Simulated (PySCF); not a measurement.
Gas-phase reaction: GeHCl3 + 2 GeH4 ⇌ 3 H2 + 3 GeHCl

Method: PySCF energies (xtb for GFN2) plus ideal-gas RRHO corrections (1 bar). † marks an energy on the PBE0/def2-TZVP geometry and frequencies; other levels use their own. MP2 freezes the core. All species are closed-shell singlets. Ge: all electrons, no relativistic terms. GeHCl: computed as isolated molecules; such fragments, hydroxides, amides, oligomers or adducts are transient or little studied in the gas. MP2 isn't extrapolated to the basis-set limit; its ΔH°(298 K) is 442.5 kJ in def2-SVP and 419.2 kJ in def2-TZVPP. The harmonic model lacks anharmonicity and excited electronic states, which grow with temperature; levels with a mode under 35 cm⁻¹ are left out.

```tsv
level	ΔE electronic, kJ	ΔH°(298 K), kJ	ΔS°(298 K), J/K	ΔG°(1200 K), kJ
GFN2-xTB	132	82	417	-431
HF/def2-TZVP†	402	368	420	-148
M06-2X/def2-TZVP†	374	339	420	-177
MP2/def2-SVP†	477	442	420	-74
LDA/def2-TZVP†	478	444	420	-73
```
ΔH° is lowest at GFN2-xTB and highest at LDA/def2-TZVP†. No reference value is set beside these.
